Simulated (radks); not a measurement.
The numbers below are computed, except where a source is named.
How relativity changes the ionisation of the lanthanum ion La25+ ([Ar] 3d10 4s2 4p2) to La26+ ([Ar] 3d10 4s2 4p1). Spin-unpolarised spherical Kohn-Sham, BLYP, point nucleus unless stated (finite: rms radius 4.855 fm), a radial shooting solver on a logarithmic mesh with Libxc functionals. A level marked "c x" has the speed of light scaled by that factor and shares open shells by 2j + 1; other Dirac levels either fill j = l - 1/2 first or share by 2j + 1.

level	E(La25+) (hartree)	E(La26+) (hartree)	IE (eV)	HOMO	<r> HOMO (bohr)
non-rel.	-7928.7145	-7897.7990	841.25	4p	0.6133
scalar-rel.	-8197.3676	-8166.0222	852.95	4p	0.6036
scalar-rel., finite nucleus	-8196.9931	-8165.6476	852.96	4p	0.6036
Dirac, 2j+1 shares	-8201.5058	-8170.1339	853.67	4p3/2	0.6087
Dirac, low j first	-8202.6831	-8170.7363	869.32	4p1/2	0.5918
Dirac, 2j+1 shares, finite nucleus	-8201.1298	-8169.7578	853.68	4p3/2	0.6087
Dirac, c x 0.75	-8452.8971	-8421.1298	864.43	4p3/2	0.6054
Dirac, c x 1.25	-8097.6685	-8066.4669	849.04	4p3/2	0.6103
Dirac, c x 2	-7992.5307	-7961.5058	844.23	4p3/2	0.6121

NIST Atomic Spectra Database: 865 eV (theoretical). The relativistic part of the total energy of La25+ is -272.4 hartree (Dirac, 2j+1 shares, finite nucleus), 3.4 % of the non-relativistic value. Spin polarisation and multiplet splitting of open shells are left out at every level.

Beside tabulated values, note that relativity, absent from the non-relativistic runs, is large for the heavy elements, and spin-unpolarised runs miss the spin-polarisation part of the exchange energy of open shells.
